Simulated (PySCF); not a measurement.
BrClFHOSi, SMILES O[Si](F)(Cl)Br.

Geometry optimised at B3LYP-D3(BJ)/def2-SVP. The structure was generated by enumeration, and PubChem lists no compound with its InChIKey, so it may never have been made. One conformer was computed; it need not be the lowest.

Computed with PBE/def2-TZVP in PySCF.

Isolated molecule, no solvent.

Computed frontier levels, gap, dipole moment and polarisability:
```json
{
  "highest_occupied_level": "-7.73 eV",
  "lowest_empty_level": "-1.37 eV",
  "orbital_gap": "6.36 eV",
  "dipole_moment": "1.70 D",
  "quadrupole, principal values (traceless, Buckingham form, about the centre of nuclear charge)": "-5.18, -2.92, 8.11 D·Å",
  "mean_static_polarisability": "57.4 bohr³ (8.51 Å³)",
  "polarisability_principal_values": "46.8, 55.6, 69.9 bohr³"
}
```
